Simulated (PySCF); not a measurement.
## KH: script and output

Input:

```python
from pyscf import gto, dft

mol = gto.M(
    atom='K 0 0 0; H 0 0 2.265',
    basis='def2-svpd',
    charge=0,
    spin=0,
    symmetry=True,
    verbose=4,
)
mf = dft.UKS(mol, xc='revpbe')
mf.kernel()
mf.analyze()
print('orbital energies (hartree):', [e[max(0, n-3):n+3].round(4) for e, n in zip(mf.mo_energy, mol.nelec)])
```

```bash
$ OMP_NUM_THREADS=1 python input.py
```

The log (some set-up lines and the per-cycle HOMO/LUMO lines with their warnings removed):

```
PySCF version 2.14.0

[INPUT] Symbol           X                Y                Z      unit          X                Y                Z       unit  Magmom
[INPUT]  1 K      0.000000000000   0.000000000000   0.000000000000 AA    0.000000000000   0.000000000000   0.000000000000 Bohr   0.0
[INPUT]  2 H      0.000000000000   0.000000000000   2.265000000000 AA    0.000000000000   0.000000000000   4.280229672140 Bohr   0.0

nuclear repulsion = 4.43901413133775
point group symmetry = Coov
symmetry origin: [0.         0.         0.21401148]
symmetry axis x: [1. 0. 0.]
symmetry axis y: [0. 1. 0.]
symmetry axis z: [0. 0. 1.]
num. orbitals of irrep A1 = 15
num. orbitals of irrep E1x = 8
num. orbitals of irrep E1y = 8
num. orbitals of irrep E2x = 2
num. orbitals of irrep E2y = 2
number of shells = 15
number of NR pGTOs = 64
number of NR cGTOs = 35
basis = def2-svpd
ecp = {}

******** <class 'pyscf.dft.uks_symm.SymAdaptedUKS'> ********
method = SymAdaptedUKS
initial guess = minao
damping factor = 0
level_shift factor = 0
DIIS = <class 'pyscf.scf.diis.CDIIS'>
SCF conv_tol = 1e-09
SCF max_cycles = 50
number electrons alpha = 10  beta = 10
XC functionals = revpbe

grids dens level: 3
Freeze 0 electrons in irreps []
    20 free electrons in irreps A1 E1x E1y E2x E2y
tot grids = 29848
init E= -600.161491322708
cycle= 1 E= -600.243004951076  delta_E= -0.0815  |g|= 0.194  |ddm|= 0.868
cycle= 2 E= -599.77005761033  delta_E= 0.473  |g|= 0.348  |ddm|= 1.94
cycle= 3 E= -600.2857278953  delta_E= -0.516  |g|= 0.091  |ddm|= 1.83
cycle= 4 E= -600.284982092789  delta_E= 0.000746  |g|= 0.081  |ddm|= 0.0638
cycle= 5 E= -600.294453364653  delta_E= -0.00947  |g|= 0.0348  |ddm|= 0.167
cycle= 6 E= -600.296269586127  delta_E= -0.00182  |g|= 0.0117  |ddm|= 0.078
cycle= 7 E= -600.296504613143  delta_E= -0.000235  |g|= 0.00317  |ddm|= 0.0313
cycle= 8 E= -600.296523339379  delta_E= -1.87e-05  |g|= 4.75e-05  |ddm|= 0.0112
cycle= 9 E= -600.296523345986  delta_E= -6.61e-09  |g|= 1.74e-05  |ddm|= 0.000272
cycle= 10 E= -600.296523346536  delta_E= -5.5e-10  |g|= 3.84e-06  |ddm|= 4.29e-05
Extra cycle  E= -600.296523346406  delta_E= 1.3e-10  |g|= 9.3e-06  |ddm|= 4.51e-05
converged SCF energy = -600.296523346406  <S^2> = 9.219292e-13  2S+1 = 1
**** SCF Summaries ****
Total Energy =                        -600.296523346406161
Nuclear Repulsion Energy =               4.439014131337749
One-electron Energy =                 -833.521651611368725
Two-electron Energy =                  228.786114133624835
Two-electron Coulomb Energy =          262.491352050497824
DFT Exchange-Correlation Energy =      -33.705237916872996
**** MO energy ****
[3 lines left out]
alpha MO #4 (E1y #1), energy= -10.283399059533 occ= 1
alpha MO #5 (A1 #3), energy= -10.2827256019621 occ= 1
alpha MO #6 (A1 #4), energy= -1.28366887698428 occ= 1
alpha MO #7 (E1x #2), energy= -0.689637504517557 occ= 1
alpha MO #8 (E1y #2), energy= -0.689637504517557 occ= 1
alpha MO #9 (A1 #5), energy= -0.682306060115062 occ= 1
alpha MO #10 (A1 #6), energy= -0.123789011542077 occ= 1
alpha MO #11 (A1 #7), energy= -0.0601968740177421 occ= 0
alpha MO #12 (E1x #3), energy= -0.0153470128861064 occ= 0
alpha MO #13 (E1y #3), energy= -0.0153470128861064 occ= 0
[22 lines left out]
[3 lines left out]
beta  MO #4 (E1y #1), energy= -10.2833990600701 occ= 1
beta  MO #5 (A1 #3), energy= -10.282725601549 occ= 1
beta  MO #6 (A1 #4), energy= -1.28366887898362 occ= 1
beta  MO #7 (E1x #2), energy= -0.689637509575301 occ= 1
beta  MO #8 (E1y #2), energy= -0.689637509575301 occ= 1
beta  MO #9 (A1 #5), energy= -0.682306061859385 occ= 1
beta  MO #10 (A1 #6), energy= -0.123788882536322 occ= 1
beta  MO #11 (A1 #7), energy= -0.0601968762656973 occ= 0
beta  MO #12 (E1x #3), energy= -0.0153470463856802 occ= 0
beta  MO #13 (E1y #3), energy= -0.0153470463856802 occ= 0
[22 lines left out]
 ** Mulliken pop alpha/beta on meta-lowdin orthogonal AOs **
 ** Mulliken pop       alpha | beta **
pop of  0 K 1s        1.00000 | 1.00000
pop of  0 K 2s        0.99997 | 0.99997
pop of  0 K 3s        0.99977 | 0.99977
pop of  0 K 4s        0.26751 | 0.26751
pop of  0 K 5s        0.00164 | 0.00164
pop of  0 K 2px       1.00000 | 1.00000
pop of  0 K 2py       1.00000 | 1.00000
pop of  0 K 2pz       0.99999 | 0.99999
pop of  0 K 3px       0.99975 | 0.99975
pop of  0 K 3py       0.99975 | 0.99975
pop of  0 K 3pz       0.99942 | 0.99942
pop of  0 K 4px       0.00002 | 0.00002
[23 lines left out]
In total            10.00000 | 10.00000
 ** Mulliken atomic charges   ( Nelec_alpha | Nelec_beta ) **
charge of  0K =      0.43402  (     9.28299      9.28299 )
charge of  1H =     -0.43402  (     0.71701      0.71701 )
Dipole moment(X, Y, Z, Debye):  0.00000,  0.00000, -7.21748
orbital energies (hartree): [array([-0.6896, -0.6823, -0.1238, -0.0602, -0.0153, -0.0153]), array([-0.6896, -0.6823, -0.1238, -0.0602, -0.0153, -0.0153])]
```

In short: E(SCF) = -600.296523 Eh, 10 cycles, μz(SCF) = -7.22 D.

Hardware: Arm Neoverse V1, 1 thread, shared host. Wall time 1.8 s.

The bond length is a typed value, not an optimised one. No search for the lowest solution was made.
